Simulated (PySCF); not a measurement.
Molfile (atoms numbered from 1):
```
C2H9NO2Si2
     RDKit          3D

 16 16  0  0  0  0  0  0  0  0999 V2000
    2.4090    0.1411    0.7375 Si  0  0  0  0  0  4  0  0  0  0  0  0
    1.5821   -0.6291   -0.5987 N   0  0  0  0  0  0  0  0  0  0  0  0
   -0.1102   -0.8614   -0.7162 Si  0  0  0  0  0  4  0  0  0  0  0  0
   -0.7056   -0.9515    0.8496 O   0  0  0  0  0  0  0  0  0  0  0  0
   -1.8297   -0.1068    0.9957 C   0  0  0  0  0  0  0  0  0  0  0  0
   -1.7020    1.0030   -0.0583 C   0  0  0  0  0  0  0  0  0  0  0  0
   -1.0656    0.4350   -1.1843 O   0  0  0  0  0  0  0  0  0  0  0  0
    2.6740   -0.7815    1.8831 H   0  0  0  0  0  0  0  0  0  0  0  0
    1.5887    1.2849    1.2320 H   0  0  0  0  0  0  0  0  0  0  0  0
    3.7228    0.6506    0.2393 H   0  0  0  0  0  0  0  0  0  0  0  0
    2.1615   -1.0572   -1.3142 H   0  0  0  0  0  0  0  0  0  0  0  0
   -0.3761   -2.0032   -1.6223 H   0  0  0  0  0  0  0  0  0  0  0  0
   -2.7580   -0.6876    0.8415 H   0  0  0  0  0  0  0  0  0  0  0  0
   -1.8518    0.3033    2.0177 H   0  0  0  0  0  0  0  0  0  0  0  0
   -2.6870    1.4012   -0.3497 H   0  0  0  0  0  0  0  0  0  0  0  0
   -1.0984    1.8428    0.3338 H   0  0  0  0  0  0  0  0  0  0  0  0
  1  2  1  0
  2  3  1  0
  3  4  1  0
  4  5  1  0
  5  6  1  0
  6  7  1  0
  7  3  1  0
  1  8  1  0
  1  9  1  0
  1 10  1  0
  2 11  1  0
  3 12  1  0
  5 13  1  0
  5 14  1  0
  6 15  1  0
  6 16  1  0
M  END
```

Geometry: PBE0-D3(BJ)/def2-SVP; GIAO absolute shieldings from PySCF, gas phase, non-relativistic, averaged over equivalent atoms.

At B97-2/pcSseg-1 (178 basis functions, 21 s wall time on 1 thread of an Arm Neoverse V1, shared host):
| atoms | σ (ppm) |
| --- | --- |
| Si3 | 378.8 |
| Si1 | 410.9 |
| N2 | 235.3 |
| O4/O7 | 276.2 |
| C5/C6 | 117.2 |
| H12 | 26.79 |
| H8/H9/H10 | 26.86 |
| H14/H16 | 27.35 |
| H13/H15 | 27.50 |
| H11 | 30.88 |

**Question.** Estimate the result of repeating the calculation with PBE0/pcSseg-1.

**Answer.** 
```csv
atoms,σ at PBE0/pcSseg-1,change
Si3,370.1,-8.7
Si1,405.6,-5.3
N2,235.1,-0.2
O4/O7,276.0,-0.2
C5/C6,117.6,+0.4
H12,26.59,-0.20
H8/H9/H10,26.64,-0.22
H14/H16,27.23,-0.12
H13/H15,27.38,-0.12
H11,30.71,-0.17
```

The largest change is at Si3 (silicon bonded to N, 2 O, H, in a 5-membered ring). Cost: 178 basis functions, 31 s wall time on 1 thread of an Arm Neoverse V1, shared host.
